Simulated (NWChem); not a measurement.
System: SiH3Br; SMILES [SiH3]Br

Excerpt of the output:

```
             Northwest Computational Chemistry Package (NWChem) 7.3.0
             --------------------------------------------------------

 C3V symmetry detected

                             Geometry "geometry" -> ""
                             -------------------------

 Output coordinates in angstroms (scale by  1.889725989 to convert to a.u.)

  No.       Tag          Charge          X              Y              Z
 ---- ---------------- ---------- -------------- -------------- --------------
    1 Si                  14.0000    -0.00000000    -0.00000000    -1.47103767
    2 Br                  35.0000    -0.00000000    -0.00000000     0.75536033
    3 H                    1.0000     0.99737387     0.99737387    -1.94769467
    4 H                    1.0000    -1.36243805     0.36506417    -1.94769467
    5 H                    1.0000     0.36506417    -1.36243805    -1.94769467

 Effective nuclear repulsion energy (a.u.)     150.2662813719

      Symmetry information
      --------------------

 Group name             C3v
 Group number             17
 Group order               6
 No. of unique centers     3

                                 NWChem DFT Module
                                 -----------------

 Summary of "ao basis" -> "ao basis" (spherical)
 ------------------------------------------------------------------------------
       Tag                 Description            Shells   Functions and Types
 ---------------- ------------------------------  ------  ---------------------
 Si                          6-31g*                  8       18   4s3p1d
 Br                          6-31g*                 12       32   5s4p3d
 H                           6-31g*                  2        2   2s

      Symmetry analysis of basis
      --------------------------

        a1         22
        a2          0
        e          34

  Rotation of axis

            General Information
            -------------------
          SCF calculation type: DFT
          Wavefunction type:  closed shell.
          No. of atoms     :     5
          No. of electrons :    52
           Alpha electrons :    26
            Beta electrons :    26
          Charge           :     0
          Spin multiplicity:     1
          Use of symmetry is: on ; symmetry adaption is: on
          Maximum number of iterations: 150
          AO basis - number of functions:    56
                     number of shells:    26
          Convergence on energy requested:  1.00D-06
          Convergence on density requested:  1.00D-05
          Convergence on gradient requested:  5.00D-04

              XC Information
              --------------
                         SCAN Method XC Functional
                  SCAN metaGGA Exchange Functional  1.000
                        SCAN Correlation Potential  1.000

             Grid Information
             ----------------
          Grid used for XC integration:  xcoarse
          Radial quadrature: Mura-Knowles
          Angular quadrature: Lebedev.
          Tag              B.-S. Rad. Rad. Pts. Rad. Cut. Ang. Pts.
          ---              ---------- --------- --------- ---------
          Si                  1.10       42           8.0       194
          Br                  1.15       75           8.0       194
          H                   0.35       21           8.0       194
          Grid pruning is: on
          Number of quadrature shells:   138
          Spatial weights used:  Erf1

      Superposition of Atomic Density Guess
      -------------------------------------

 Sum of atomic energies:       -2862.39928367

      Non-variational initial energy
      ------------------------------

 Total energy =   -2862.815649
 1-e energy   =   -4282.634130
 2-e energy   =    1269.552199
 HOMO         =      -0.372161
 LUMO         =       0.037353

      Symmetry analysis of molecular orbitals - initial
      -------------------------------------------------

  Numbering of irreducible representations:

     1 a1          2 a2          3 e

  Orbital symmetries:

     1 a1          2 a1          3 a1          4 a1          5 e
     6 e           7 a1          8 a1          9 e          10 e
    11 a1         12 e          13 e          14 a1         15 a1
    16 e          17 e          18 e          19 e          20 a1
    21 a1         22 a1         23 e          24 e          25 e
    26 e          27 a1         28 e          29 e          30 a1
    31 a1         32 a1         33 e          34 e          35 a1
    36 e

     ---------------------------------------------
      Total Density - Mulliken Population Analysis
     ---------------------------------------------

    Atom       Charge   Shell Charges
 -----------   ------   -------------------------------------------------------
    1 Si  14    13.43   2.00  2.00  5.97  0.96  1.57  0.33  0.48  0.12
    2 Br  35    35.41   2.00  2.00  6.00  2.00  5.99  1.56  3.94  0.39  1.52  6.97  2.93  0.12
    3 H    1     1.05   0.47  0.58
    4 H    1     1.05   0.47  0.58
    5 H    1     1.05   0.47  0.58

   convergence    iter        energy       DeltaE   RMS-Dens  Diis-err
 ---------------- ----- ----------------- --------- --------- ---------
 d= 0,ls=0.0,diis     1  -2865.3298649420 -3.02D+03  1.44D-02  2.37D-01
 d= 0,ls=0.0,diis     2  -2865.3304226013 -5.58D-04  9.77D-03  1.92D-01
 d= 0,ls=0.0,diis     3  -2865.3577307634 -2.73D-02  2.70D-03  1.54D-02
 d= 0,ls=0.0,diis     4  -2865.3601774764 -2.45D-03  4.75D-04  3.53D-04
 d= 0,ls=0.0,diis     5  -2865.3602248888 -4.74D-05  7.99D-05  4.61D-05
  Resetting Diis
 d= 0,ls=0.0,diis     6  -2865.3602299308 -5.04D-06  1.42D-05  2.26D-07
 d= 0,ls=0.0,diis     7  -2865.3602299710 -4.02D-08  4.89D-06  9.27D-09

         Total DFT energy =    -2865.360229971036
      One electron energy =    -4284.355812916331
           Coulomb energy =     1382.293745917879
    Exchange-Corr. energy =     -113.564444344434
 Nuclear repulsion energy =      150.266281371851

 Numeric. integr. density =       51.999966137057

                  Occupations of the irreducible representations
                  ----------------------------------------------

                     irrep           alpha         beta
                     --------     --------     --------
                     a1               12.0         12.0
                     a2                0.0          0.0
                     e                14.0         14.0

                       DFT Final Molecular Orbital Analysis
                       ------------------------------------

 Vector   24  Occ=2.000000D+00  E=-3.527292D-01  Symmetry=a1
              MO Center= -2.8D-15,  2.1D-14,  3.2D-02, r^2= 2.9D+00
   Bfn.  Coefficient  Atom+Function         Bfn.  Coefficient  Atom+Function
  ----- ------------  ---------------      ----- ------------  ---------------
    31      0.643122  2 Br pz                 9     -0.348782  1 Si pz
    27     -0.291532  2 Br pz                35      0.194036  2 Br pz
    28     -0.140006  2 Br s                  5      0.139213  1 Si pz
    32      0.090957  2 Br s                 23      0.087669  2 Br pz
    52      0.085269  3 H  s                 54      0.085269  4 H  s

 Vector   25  Occ=2.000000D+00  E=-2.741091D-01  Symmetry=e
              MO Center=  6.2D-02,  4.5D-02,  3.8D-01, r^2= 2.5D+00
   Bfn.  Coefficient  Atom+Function         Bfn.  Coefficient  Atom+Function
  ----- ------------  ---------------      ----- ------------  ---------------
    30      0.560987  2 Br py                29      0.478659  2 Br px
    26     -0.251351  2 Br py                34      0.250159  2 Br py
    25     -0.214464  2 Br px                33      0.213447  2 Br px
    52     -0.186428  3 H  s                 51     -0.122522  3 H  s
    56      0.105999  5 H  s                 54      0.080429  4 H  s

 Vector   26  Occ=2.000000D+00  E=-2.741091D-01  Symmetry=e
              MO Center= -6.2D-02, -4.5D-02,  3.8D-01, r^2= 2.5D+00
   Bfn.  Coefficient  Atom+Function         Bfn.  Coefficient  Atom+Function
  ----- ------------  ---------------      ----- ------------  ---------------
    29      0.560987  2 Br px                30     -0.478659  2 Br py
    25     -0.251351  2 Br px                33      0.250159  2 Br px
    26      0.214464  2 Br py                34     -0.213447  2 Br py
    54      0.168833  4 H  s                 56     -0.154070  5 H  s
    53      0.110959  4 H  s                 55     -0.101256  5 H  s

 Vector   27  Occ=0.000000D+00  E=-3.318747D-02  Symmetry=a1
              MO Center= -3.4D-16,  1.5D-15, -1.1D+00, r^2= 4.5D+00
   Bfn.  Coefficient  Atom+Function         Bfn.  Coefficient  Atom+Function
  ----- ------------  ---------------      ----- ------------  ---------------
    13      1.022320  1 Si pz                32     -0.736350  2 Br s
    35      0.681766  2 Br pz                10      0.672977  1 Si s
     9      0.488165  1 Si pz                31      0.421770  2 Br pz
     6      0.269801  1 Si s                 28      0.253015  2 Br s
    27     -0.176336  2 Br pz                 5     -0.167031  1 Si pz

[...]

                         DFT ENERGY GRADIENTS

    atom               coordinates                        gradient
                 x          y          z           x          y          z
   1 Si     -0.000000  -0.000000  -2.779858    0.000000   0.000000   0.002075
   2 Br     -0.000000  -0.000000   1.427424    0.000000   0.000000  -0.000485
   3 H       1.884763   1.884763  -3.680609    0.002421   0.002421  -0.000530
   4 H      -2.574635   0.689871  -3.680609   -0.003307   0.000886  -0.000530
   5 H       0.689871  -2.574635  -3.680609    0.000886  -0.003307  -0.000530
```

Level: SCAN/6-31G* (spherical d). The geometry was optimised at PBE0/def2-SVP.

Task: Reconstruct the input file.

Result: This is not unique; one that fits is the input that was run:
```
start job
memory heap 200 mb stack 900 mb global 1100 mb
geometry units angstroms noautoz
  Si     0.000000     0.000000    -1.417110
  Br     0.000000     0.000000     0.809288
  H      0.997374     0.997374    -1.893767
  H     -1.362438     0.365064    -1.893767
  H      0.365064    -1.362438    -1.893767
end
basis spherical
  Si library 6-31g*
  Br library 6-31g*
  H library 6-31g*
end
dft
  xc scan
  grid xcoarse
  iterations 150
  mulliken
end
task dft gradient
```
